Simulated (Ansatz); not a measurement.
A made-up structure of GeSiH₄O, singlet:

```csv
atom,x (Å),y (Å),z (Å)
O1,-0.8066,-0.5236,0.7376
Si2,-0.6597,-0.2390,-0.8819
Ge3,0.8578,0.3714,0.6720
H4,-0.4749,-1.4204,-1.7610
H5,-1.6157,0.7206,-1.4882
H6,-0.3823,0.8143,-1.7929
H7,1.9424,-0.5675,1.2189
```

It is relaxed with PBE-D4/def2-SVP and then PBE0-D4/def2-TZVP (Ansatz 0.2.0). Atoms count as bonded within 1.22 times the sum of their covalent radii (H–H: 0.88 Å). The end point is not checked to be a true minimum.

Q: Does its bonding change? (A judgement: the text doesn't fix the answer.)

A: The calculation gives: Yes. Formed: none; broken: Si2–Ge3.

Where it ends: The first stage lowers the energy by 3.55 eV in 13 steps. It ends as GeSiH₄O ([SiH3][O][GeH]):
O1  (0.017, -0.373, 0.114)
Si2  (-0.816, -0.128, -1.281)
Ge3  (1.461, 0.389, 0.848)
H4  (-0.801, -1.376, -2.086)
H5  (-2.220, 0.231, -0.956)
H6  (-0.204, 0.972, -2.077)
H7  (1.423, -0.558, 2.143)
(Å)

Labels in which every atom is bracketed show which atoms are joined, not bond orders.

For scale, one of the runs: PBE0-D4/def2-TZVP relaxation, 140 basis functions, launched by `ansatz run in.yaml --threads 2 --pin off --events-out ev --progress --plain --max-ram 4352MiB`. Hardware: 2 CPU threads of an Arm Neoverse V1, shared host. Wall time about 21 s.
